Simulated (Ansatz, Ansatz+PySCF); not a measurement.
```csv
atom,x (Å),y (Å),z (Å)
O,0.0000,0.0000,-0.1193
H,0.0000,0.0000,0.9547
```

Basis set: 6-31G (spherical functions). Left uncorrelated: 1 orbital. Charge 0, multiplicity 2.

Computed with Ansatz (development build ahead of 0.2.0); each method stands on the lowest determinant of its kind that the runs found.

Task: Give the atomization energy at this shape (free ground-state atoms in the same class of orbitals less the molecule, no zero-point energy) of doublet OH by PBE0 (unrestricted), UHF-CCSD(T), UHF-MP2, UHF.

Result:

```json
{"method": "PBE0 (unrestricted)", "atomization energy": "88.60 kcal/mol"}
{"method": "UHF-CCSD(T)", "atomization energy": "76.51 kcal/mol"}
{"method": "UHF-MP2", "atomization energy": "74.56 kcal/mol"}
{"method": "UHF", "atomization energy": "47.81 kcal/mol"}
```

This basis has no polarisation functions and is too small for such energies, which can lie far from measured ones in either direction.
